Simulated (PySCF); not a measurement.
One of the candidates below gave these computed data.

All candidates are C6H12N2.

| technique | computed result |
| --- | --- |
| Rotational structure | rotational constants A, B, C: 4.172, 1.133, 1.074 GHz [GFN2-xTB] |
| 13C NMR | chemical shifts (computed TMS as zero) by class: 52.5 (1 C), 37.1 (1 C), 25.5 (1 C), 23.4 (1 C), 14.9 (1 C), 12.9 (1 C) ppm [GIAO PBE0/pcSseg-1] |
| NMR, other nuclei | isotropic shieldings of nuclei other than C and H, by class: 225 (1 N), 227 (1 N) ppm [GIAO PBE0/pcSseg-1] |
| Polarisability | 86.5 au [PBE0/def2-SVPD] |
| Dipole | 1.55 D [PBE0/def2-SVPD] |
| 1H NMR | chemical shifts (computed TMS as zero) by class: 3.21 (1 H), 2.47 (1 H), 2.04 (1 H), 0.96 (1 H), 0.93 (1 H), 0.85 (1 H), 0.70 (2 H), 0.41 (1 H), 0.40 (1 H), 0.40 (2 H) ppm [GIAO PBE0/pcSseg-1] |
| Triplet | lowest triplet excitation (Tamm–Dancoff): 5.67 eV [TDA PBE0/def2-SVPD] |
| UV, strongest line | among the 6 lowest singlet transitions: S2 at 6.21 eV (200 nm, f = 0.029) [TDDFT PBE0/def2-SVPD] |
| UV, first state | lowest singlet excitation: 5.89 eV (211 nm, f = 0.024) [TDDFT PBE0/def2-SVPD] |

The electronic properties come from PySCF, for the isolated species, density fitting. Levels stand in brackets. Geometry: GFN2-xTB, one conformer, isolated molecule. NMR values are class means; diastereotopic atoms form classes of their own.

Question: Which candidate is it?
A. `NC[C@@H]1C[C@]12C[C@@H]2N`
B. `CCC1=NN(C)CC1`
C. `CCNCCCC#N`

Answer: A. It is `NC[C@@H]1C[C@]12C[C@@H]2N`. Numbering: `[NH2:1][CH2:2][C@@H:3]1[CH2:4][C@:5]12[CH2:6][C@@H:7]2[NH2:8]`. Its formula, C6H12N2, gives 2 degrees of unsaturation: 2 rings and 0 π bonds in the structure found. 6 carbons fall into 6 classes; from least to most shielded: chain sp3 carbon bound to nitrogen [C2] (52.5 ppm), ring sp3 carbon bound to nitrogen [C7] (37.1 ppm), three-membered-ring carbon [C3] (25.5 ppm), sp3 carbon at a ring junction [C5] (23.4 ppm), three-membered-ring carbon [C4] (14.9 ppm), three-membered-ring carbon [C6] (12.9 ppm). Hydrogen classes from least to most shielded: 1 H on an sp3 carbon bound to nitrogen, C2 (3.21 ppm), 1 H on an sp3 carbon bound to nitrogen, C7 (2.47 ppm), 1 H on an sp3 carbon bound to nitrogen, C2 (2.04 ppm), 1 H on a three-membered-ring carbon, C6 (0.96 ppm), 1 H on a three-membered-ring carbon, C3 (0.93 ppm), 1 H on a three-membered-ring carbon, C4 (0.85 ppm), 2 H on a primary amine nitrogen, N1 (0.70 ppm), 1 H on a three-membered-ring carbon, C6 (0.41 ppm), 1 H on a three-membered-ring carbon, C4 (0.40 ppm), 2 H on a primary amine nitrogen, N8 (0.40 ppm, a mean of values up to 1.2 ppm apart in this geometry). The other shieldings belong to: 225 ppm, primary amine nitrogen [N8]; 227 ppm, primary amine nitrogen [N1]. The optimised geometry has point group C1 and is an asymmetric top.

The others, at the same levels:
- `CCNCCCC#N` fails: its computed 13C shifts are 124.8 (1 C), 51.1 (1 C), 49.5 (1 C), 32.1 (1 C), 18.1 (1 C), 14.0 (1 C) ppm, 1H shifts are 3.01 (2 H), 2.85 (2 H), 2.76 (2 H), 1.63 (2 H), 1.25 (3 H), -0.72 (1 H) ppm and rotational constant A is 3.693 GHz (against 4.172 GHz).
- `CCC1=NN(C)CC1` fails: its computed 13C shifts are 149.1 (1 C), 56.0 (1 C), 43.1 (1 C), 37.0 (1 C), 28.4 (1 C), 15.3 (1 C) ppm, 1H shifts are 3.15 (2 H), 2.89 (3 H), 2.71 (2 H), 2.37 (2 H), 1.06 (3 H) ppm and rotational constant A is 4.770 GHz (against 4.172 GHz).

Each candidate is one conformer, not necessarily the lowest. The conformers computed, where there is a choice (atom-mapped SMILES and torsion angles):
- `[NH2:1][CH2:2][C@@H:3]1[CH2:4][C@:5]12[CH2:6][C@@H:7]2[NH2:8]`: N1–C2–C3–C4 -79°, H–N1–C2–C3 59°, H–N1–C2–C3 -59°, H–N8–C7–C6 -35°, H–N8–C7–C6 -155°
- `[CH3:1][CH2:2][NH:3][CH2:4][CH2:5][CH2:6][C:7]#[N:8]`: C1–C2–N3–C4 177°, C2–N3–C4–C5 174°, N3–C4–C5–C6 -62°, C4–C5–C6–C7 -70°

The conformers of `CCC1=NN(C)CC1` aren't listed.
